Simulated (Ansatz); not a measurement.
`C=[C]([AlH2])[SiH2]S` and `C=[C](O)[AlH2]` differ in one atom or group.

Ansatz, PBE0-D4/def2-TZVP geometries, multiplicity 1. Each molecule was computed in one conformer, which needn't be the lowest.

| property | `C=[C]([AlH2])[SiH2]S` |
| --- | --- |
| HOMO–LUMO gap (PBE/def2-TZVPP) / eV | 3.96 |
| HOMO energy (PBE/def2-TZVPP) / eV | -6.06 |
| HOMO energy (B3LYP/def2-TZVPP) / eV | -7.05 |
| HOMO–LUMO gap (ωB97M-V/def2-TZVPP) / eV | 10.16 |
| ideal-gas entropy at 298 K and 1 bar (rigid rotor, harmonic PBE0-D4/def2-TZVP) / J/(mol·K) | 367 |
| LUMO energy (PBE/def2-TZVPP) / eV | -2.10 |

(1) Give the same properties after the change, and the shifts. (Estimate.)

Results:

(1) Ansatz gave: 
```json
{"property": "HOMO–LUMO gap (PBE/def2-TZVPP) / eV", "`C=[C](O)[AlH2]`": "3.23", "shift": "-0.73"}
{"property": "HOMO energy (PBE/def2-TZVPP) / eV", "`C=[C](O)[AlH2]`": "-5.75", "shift": "0.31"}
{"property": "HOMO energy (B3LYP/def2-TZVPP) / eV", "`C=[C](O)[AlH2]`": "-6.67", "shift": "0.38"}
{"property": "HOMO–LUMO gap (ωB97M-V/def2-TZVPP) / eV", "`C=[C](O)[AlH2]`": "9.00", "shift": "-1.16"}
{"property": "ideal-gas entropy at 298 K and 1 bar (rigid rotor, harmonic PBE0-D4/def2-TZVP) / J/(mol·K)", "`C=[C](O)[AlH2]`": "313", "shift": "-54"}
{"property": "LUMO energy (PBE/def2-TZVPP) / eV", "`C=[C](O)[AlH2]`": "-2.52", "shift": "-0.42"}
```

With PBE0 the HOMO rises by 0.34 eV and the LUMO falls by 0.58 eV, so the gap narrows by about 0.92 eV. PBE moves the HOMO by 0.31 eV and ωB97M-V by 0.27 eV. The zero-point energy changes by -35.0 kJ/mol with -9 modes. Modes under 60 cm⁻¹, often nearly free rotors, make the harmonic entropy too high.

B3LYP here is the variant with VWN-RPA as its local correlation; programs differ in this.
